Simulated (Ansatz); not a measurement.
The same path of C2H8OSSi (13 atoms, charge 0, multiplicity 1) was run twice with different band settings. Lost on the way: Si5–H12. Made: S4–H12.

These are results of UKS PBE-D4/6-31G* in Ansatz 0.2.0, not measurements.

Relaxed end points:

```xyz
13
Properties=species:S:1:pos:R:3
C -0.694 -0.727 1.636
O 0.537 -0.292 1.057
C 0.868 -0.971 -0.119
S -0.223 -0.581 -1.598
Si -0.061 1.567 -1.491
H -0.663 -1.812 1.861
H -1.548 -0.523 0.964
H -0.812 -0.161 2.572
H 1.900 -0.680 -0.364
H 0.798 -2.072 -0.007
H -0.890 2.171 -0.397
H 1.372 1.965 -1.291
H -0.561 2.080 -2.808
```

```xyz
13
Properties=species:S:1:pos:R:3
C -0.703 -1.038 1.755
O 0.418 -0.248 1.346
C 0.899 -0.561 0.094
S -0.269 0.116 -1.269
Si 0.455 2.393 -1.450
H -0.465 -2.119 1.710
H -1.590 -0.836 1.125
H -0.919 -0.749 2.793
H 1.857 -0.036 -0.046
H 0.981 -1.652 -0.089
H -0.883 2.794 -0.797
H 0.425 -0.438 -2.299
H -0.184 2.338 -2.858
```

Common settings: movable images 7; climbing image yes; spring 5.0 eV/Å²; optimiser quadratic models (default); force threshold 0.05 eV/Å; iteration limit 60; end points relaxed.

| run | start path |
| --- | --- |
| 1 | through a guess of the saddle point |
| 2 | straight line |

Q: What does each run give, and how far can it be trusted?

A: Run 1: converged after 27 iterations, highest image 2.487 eV above the first end. A vibrational analysis at the climbing image gives one clearly imaginary mode, 386i cm⁻¹: a first-order saddle point.
Run 2: converged after 16 iterations, highest image 2.487 eV above the first end. Neighbouring images differ by up to 1.2 eV, so the band resolves the path poorly. Another band between the same ends (7 images) ends at a top of the same energy, where a vibrational analysis finds 1 clearly imaginary mode.
The orbitals were unrestricted but ended closed-shell.
